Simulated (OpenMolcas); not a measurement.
An atom or ion with 70 electrons was computed by SS-RASPT2, IPEA 0.25 Eh, imaginary shift 0.1 Eh with spin-orbit coupling (OpenMolcas, ANO-RCC-VTZP, DKH2). The lowest levels that the run gave, each within 12 % of the measured value where one is at hand:

| J | Parity | E (cm⁻¹) | g |
| --- | --- | --- | --- |
| 2 | even | 0.0 | 0.716 |
| 3 | even | 11120 | 1.084 |
| 0 | even | 16510 |  |
| 4 | even | 19230 | 1.204 |
| 2 | even | 20370 | 1.167 |
| 1 | even | 23440 | 1.501 |
| 4 | even | 32870 | 1.046 |
| 2 | even | 34950 | 1.285 |
| 0 | even | 59220 |  |

**Question.** Which ion is it, and what are the configurations and terms?

**Answer.** Os VII (Z = 76, charge +6; active space 8 electrons in 8 orbitals (RAS1 5p, at most 2 holes; RAS2 5d)). J, parity and g give the terms where levels are pure, and mixed ones are named by the computed weights; the size of the splittings, set against known spectra of the 70-electron sequence, gives the charge. In order, with the measured energies in cm⁻¹ (van het Hof, Joshi, Wyart and Sugar, J. Res. Natl. Inst. Stand. Technol. 100, 687 (1995)): 5d² ³F₂, 5d² ³F₃ (10308), 5d² ³P₀ (15837), 5d² ³F₄, 5d² ¹D₂ [48 %], 5d² ³P₁ (22098), 5d² ¹G₄ (31274), 5d² ³P₂ [59 %] (33127), 5d² ¹S₀ (57710).

CASPT2 breaks the degeneracy within a term, and the mean is taken; among the terms shown or strongly mixed into the levels shown the widest spread is 290 cm-1 (5d² ¹G). Active for correlation alone: 5p; no level in the range computed is led by a configuration that opens it, so any true level of that kind is missing. Computed and measured levels are paired by configuration, term and J; levels that our copy of the source lacks, or whose pairing is in doubt (as where it misses far off the trend of its configuration), stay unpaired and out of the deviations. Levels of configurations outside the active space are missing.

A share in square brackets marks a mixed level and gives the weight of the term that names it.
